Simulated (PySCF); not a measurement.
EPR parameters of C6H11O

Species: C6H11O (doublet state).
Z-matrix (Å and degrees, GFN2-xTB geometry), rows numbered from 1:
```
C 
C   1  1.2910
C   2  1.5239  1  125.61
C   3  1.5368  2  109.60  1  -103.02
O   4  1.4105  3  110.86  2    63.19
C   4  1.5313  3  110.90  2  -176.95
C   6  1.5232  4  111.56  3   172.67
H   1  1.0654  2  138.81  3    -3.99
H   2  1.0849  1  120.92  3  -176.59
H   3  1.0904  2  109.16  1   136.67
H   3  1.0908  2  109.89  1    16.80
H   4  1.1047  3  108.76  2   -57.18
H   5  0.9656  4  108.28  3   -46.48
H   6  1.0915  4  108.99  3    50.95
H   6  1.0908  4  108.07  3   -66.85
H   7  1.0861  6  109.69  4    57.07
H   7  1.0879  6  110.53  4   -62.65
H   7  1.0873  6  110.36  4   177.18
```

The hyperfine couplings belong to this conformer and change with its torsions.

The species is `[H]/[C]=C\C[C@@H](O)CC` [radical].

Computed, not measured: PySCF 2.14.0, UKS B3LYP, pcH-1 on C H O, non-relativistic, mean-field spin-orbit, GIAO. The structure is a single GFN2-xTB conformer in the gas phase; no vibrational or solvent corrections. A GFN2-xTB geometry isn't a minimum of the functional, and hyperfine couplings can be far from their values at a DFT geometry. The SCF solution wasn't tested for stability.

| Item | Value |
| --- | --- |
| g1, g2, g3 | 2.00161, 2.00224, 2.00268 |
| g_iso | 2.00218 |
| Form of g | rhombic: the two nearest values differ by 42 % of g3 − g1 |
| ⟨S²⟩ | 0.7585 (exact 0.7500) |
| α and β electrons | 28, 27 |
| Basis functions | 285 |

Hyperfine couplings atom by atom, in G; T1 to T3 are the principal values of the dipolar part (MHz turned into gauss with g_iso; 10 G = 1 mT):

```tsv
atom	isotope	a_iso	T1	T2	T3	Mulliken spin population
C1	13C	110.1	-29.2	-21.7	50.9	1.03
C2	13C	-6.6	-6.8	0.7	6.1	-0.16
C3	13C	26.0	-3.2	-2.9	6.1	0.08
C4	13C	-2.4	-0.2	-0.1	0.3	0.00
O5	17O	0.0	-0.3	0.0	0.2	0.00
C6	13C	1.3	-0.2	-0.1	0.3	0.00
C7	13C	0.3	-0.1	-0.1	0.1	0.00
H8	1H	14.4	-11.6	-2.5	14.1	0.01
H9	1H	40.5	-2.3	-1.9	4.3	0.05
H10	1H	-0.1	-1.6	-0.5	2.1	0.00
H11	1H	-2.2	-2.2	-0.5	2.7	0.00
H12	1H	0.0	-0.5	-0.4	0.8	0.00
H13	1H	0.0	-1.2	-0.9	2.1	0.00
H14	1H	0.2	-0.3	-0.2	0.5	0.00
H15	1H	-0.1	-0.3	-0.2	0.5	0.00
H16	1H	0.0	-0.2	-0.1	0.3	0.00
H17	1H	0.0	-0.1	-0.1	0.2	0.00
H18	1H	0.1	-0.1	-0.1	0.2	0.00
```

Largest spin populations (Mulliken): C1 (+1.03), C2 (-0.16) and C3 (+0.08). C1 is the only atom above +0.15.

Axes: g1 points within 11° of the C1–H8 bond and g2 points within 5° of the C2–C3 bond.

Under fast tumbling the dipolar parts average out, and these isotropic splittings remain: 1 × 1H (H9, I = 1/2, 2 lines) with 4.05 mT, 1 × 1H (H8, I = 1/2, 2 lines) with 1.44 mT and 1 × 1H (H11, I = 1/2, 2 lines) with 0.22 mT.

The 13C coupling of C1 (308.5 MHz) shows only in satellite lines or after enrichment, since that isotope makes up about 1.07 % of natural carbon.

The spin density at the nucleus, in bohr⁻³, is negative for C2 (-0.0164), C4 (-0.0059) and H11 (-0.0014), for instance. A restricted open-shell determinant has no negative spin density anywhere; here it arises because α and β orbitals differ (spin polarisation).
